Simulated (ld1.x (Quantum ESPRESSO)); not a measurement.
## Varying the TM potential for Ho

Base potential:

ld1.x (Quantum ESPRESSO) 7.5 input, shortened:

```
&input
   title='Ho', zed=67., rel=2, dft='PBE', iswitch=3,
   config='[Xe] 4f11 5d0 6s1 6p0', rel_dist='average'
 /
 &inputp
   pseudotype=2, tm=.true., lloc=2,
   nlcc=.false.
 /
4
6S  1  0   1.00   0.00  2.90  2.90  0.0
5P  2  1   6.00   0.00  1.40  1.40  0.0
4F  4  3  11.00   0.00  1.05  1.05  0.0
5D  3  2   0.00   0.00  1.95  1.95  0.0
 &test
   configts(1)='4f11 5p6 5d0 6s1 6p0'
 /
```

Open shells are filled in proportion to 2j + 1 (rel_dist='average').

All-electron outer shells of the reference configuration (PBE, scalar-relativistic, ld1.x):

```json
{"shell": "4d", "level (eV)": "-165.65", "outermost node (bohr)": "0.25", "outermost maximum (bohr)": "0.53"}
{"shell": "5s", "level (eV)": "-56.95", "outermost node (bohr)": "0.61", "outermost maximum (bohr)": "1.14"}
{"shell": "5p", "level (eV)": "-32.43", "outermost node (bohr)": "0.66", "outermost maximum (bohr)": "1.29"}
{"shell": "4f", "level (eV)": "-9.65", "outermost node (bohr)": "–", "outermost maximum (bohr)": "0.53"}
{"shell": "6s", "level (eV)": "-8.95", "outermost node (bohr)": "1.54", "outermost maximum (bohr)": "3.18"}
{"shell": "5d", "level (eV)": "-6.77", "outermost node (bohr)": "0.75", "outermost maximum (bohr)": "2.00"}
{"shell": "6p", "level (eV)": "-5.45", "outermost node (bohr)": "1.86", "outermost maximum (bohr)": "4.14"}
```

Cutoffs, loose and tight: the cutoffs (Ry, on a coarse ladder) from which the occupation-weighted sum of valence levels, in a spherical-Bessel basis at the reference potential, stays within 10 and 1 mRy of its value at 400 Ry. They do not see the model core or the augmentation charge, which bear on the density cutoff. Test errors are all-electron minus pseudo excitation energies from the reference, over the configurations 4f11 5p6 5d0 6s2 6p0; 4f11 5p6 5d0 6s0 6p0; 4f10 5p6 5d0 6s0 6p0; 4f11 5p5 5d0 6s2 6p0; 4f11 5p6 5d0 6s0 6p2; 4f12 5p6 5d0 6s0 6p0; 4f10 5p6 5d1 6s2 6p0. A dash means not determined; rows that change the core or the reference have their own tests. The largest error is taken over the tests solved by every variant that gives reliable tests at all: 4f10 5p6 5d0 6s0 6p0; 4f10 5p6 5d1 6s2 6p0; 4f11 5p6 5d0 6s0 6p0; 4f11 5p6 5d0 6s2 6p0; 4f12 5p6 5d0 6s0 6p0.

A true bound ghost makes a file unfit for plane-wave use even where its test errors are small: the radial tests pick states by their node count and pass the ghost by. Where a test does run into it, the solver fails or the error is huge.

Cutoffs are not given where the Bessel-basis levels miss the radial ones by over 6 mRy, ghosts where they miss by over 20 mRy; a channel whose overlap is not positive is not tested.

| change | outcome | cutoff, loose | cutoff, tight | bound ghosts | largest test error (meV) |
| --- | --- | --- | --- | --- | --- |
| base | generated | – | – | p3/2, s | -711 |
| all radii scaled by about 0.90 (s 2.60, p 1.26, d 1.74, f 0.94 bohr) | generated | – | – | p3/2, s | -721 |
| all radii scaled by about 1.07 (s 3.10, p 1.50, d 2.08, f 1.12 bohr) | generated | – | – | p3/2, s | -629 |
| all radii scaled by about 1.25 (s 3.62, p 1.74, d 2.44, f 1.32 bohr) | generated | 260 Ry | over 300 Ry | p3/2, s | -498 |
| all radii scaled by about 1.35 (s 3.90, p 1.88, d 2.62, f 1.42 bohr) | generated | 230 Ry | over 300 Ry | p3/2, s | -682 |

(1) What comes out with this change to the base: all radii scaled by about 1.15 (s 3.34, p 1.60, d 2.24, f 1.20 bohr)?

(2) What comes out with this change to the base: all radii scaled by about 0.78 (s 2.28, p 1.10, d 1.52, f 0.82 bohr)?

Results:

(1) outcome: generated; cutoff, loose: 300 Ry; cutoff, tight: over 300 Ry; bound ghosts: p3/2, s; largest test error (meV): -558.

(2) outcome: generated; bound ghosts: not determined; largest test error (meV): -415.

Reading the sweep of the scale of all radii (base = 1) (base included, trends over the rows without a ghost): Bound ghosts are found at 0.9, 1, 1.07, 1.15, 1.25, 1.35. Every judged row has one, so this setting neither creates nor removes them.
